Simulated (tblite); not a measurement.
C5H10Si.
Cartesian coordinates in Å at the GFN2-xTB level; atoms count from 1:
```xyz
16
C5H10Si angstrom
C      3.0242    0.7965    0.5786
C      1.8509    0.1028    0.0871
C      0.8876   -0.4739   -0.3335
C     -0.2933   -1.1547   -0.8121
Si    -1.7720   -0.9259    0.3829
C     -2.1218    0.9267    0.5889
H      3.0682    1.8007    0.1565
H      2.9854    0.8737    1.6656
H      3.9291    0.2579    0.2962
H     -0.5465   -0.7704   -1.8035
H     -0.0675   -2.2174   -0.9251
H     -2.9353   -1.6107   -0.2017
H     -1.4409   -1.5294    1.6791
H     -2.4213    1.3837   -0.3506
H     -1.2367    1.4497    0.9405
H     -2.9178    1.0996    1.3071
```

All values are computed: GFN2-xTB (tblite) harmonic vibrations without scaling, gas phase. Errors from tens to a few hundred cm⁻¹ against measured bands are possible. Modes of hydrogen on silicon can be 10 to 20 % off. One conformer, not necessarily the lowest. The optimisation stopped once no atom felt more than 0.01 eV/Å.

Lowest wavenumbers of the output (negative numbers stand for imaginary wavenumbers):
```
mode    cm-1
  1     -27.2
  2      44.9
  3      86.3
  4     126.9
  5     168.6
  6     220.1
  7     249.8
  8     298.1
```

**Question.** Is this structure a minimum?

**Answer.** Not by this Hessian. 1 mode is imaginary beyond 20i (27i cm⁻¹), so at this level the point lies at or near a first-order saddle. The curvature is small, so loose convergence or finite differences may be the whole cause.

**Question.** Which atoms move in the imaginary mode?

**Answer.** 27i: H7 (methyl hydrogen) 33 %, H9 (methyl hydrogen) 33 %, H8 (methyl hydrogen) 32 %. These are shares of the mass-weighted motion.

**Question.** What is the remedy?

**Answer.** Step along that mode in both directions, optimise again with tighter thresholds and repeat the frequencies. The zero-point energy of this point (79.0 kcal/mol) counts the 41 real modes alone, and thermal corrections from it aren't those of a minimum.
